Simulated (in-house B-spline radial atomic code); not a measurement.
Results of a calculation; reference values are marked as such.
# Softness against transferability: the 2s channel of Li

Li, [He] 2s1, non-relativistic LDA (VWN5), spherical and spin-unpolarised, from a B-spline radial code for spherical atoms (atomic units). The all-electron 2s level is ε = -0.105540 hartree, its outermost node lies just inside 0.85 bohr and its outer maximum at 3.11 bohr.

Troullier-Martins pseudo-orbitals are made for several radii. The cutoffs (hartree) are the plane-wave energies beyond which the orbital holds less than the named kinetic energy per electron. The phase error is the difference, pseudo minus all-electron, of arctan(R P'/P) at R = 3.9 bohr for all radii, half a hartree below and above the level.

| r_c (bohr) | V_l(0) (hartree) | cutoff for 10 mEh | for 1 mEh | for 0.1 mEh | phase error at ε − 0.5 (mrad) | at ε + 0.5 (mrad) |
| --- | --- | --- | --- | --- | --- | --- |
| 2.33 | 0.63 | 0.289 | 2.42 | 4.38 | -0.2 | -12.8 |
| 2.71 | 0.45 | 0.289 | 2.25 | 5.64 | -0.2 | -16.8 |
| 3.11 | 0.21 | 0.259 | 1.92 | 4.5 | -0.4 | -30.8 |
| 3.52 | 0.04 | 0.231 | 1.55 | 2.6 | -0.9 | -58.2 |
| 3.6 | 0.01 | 0.231 | 1.48 | 2.51 | -1.1 | -65.3 |

Problem. Which radius needs the lowest cutoff for 0.1 mEh while both phase errors stay within 30.9 mrad?

Solution. The radii within that limit are 2.33, 2.71, 3.11 bohr; of these r_c = 2.33 needs the least, 4.38 hartree, that is 8.76 Ry or 119 eV.

Problem. What does the larger radius buy, and what does it cost?

Solution. From r_c = 2.33 to 3.6 bohr the cutoff for 1 mEh goes from 2.42 to 1.48 hartree, a factor of 1.64, against 2.39 for a pure 1/r_c² scaling, end to end; step by step it is 2.42, 2.25, 1.92, 1.55, 1.48, and for 0.1 mEh 4.38, 5.64, 4.5, 2.6, 2.51; the number of plane waves goes as the cutoff to the power 3/2, here a factor of 2.1. The larger of the two phase errors is least at r_c = 2.33 bohr, 12.8 mrad; it is 12.8 at the smallest radius and 65.3 at the largest. These errors test the reference atom alone. Large radii also let the cores of neighbours overlap, which an atom doesn't show.
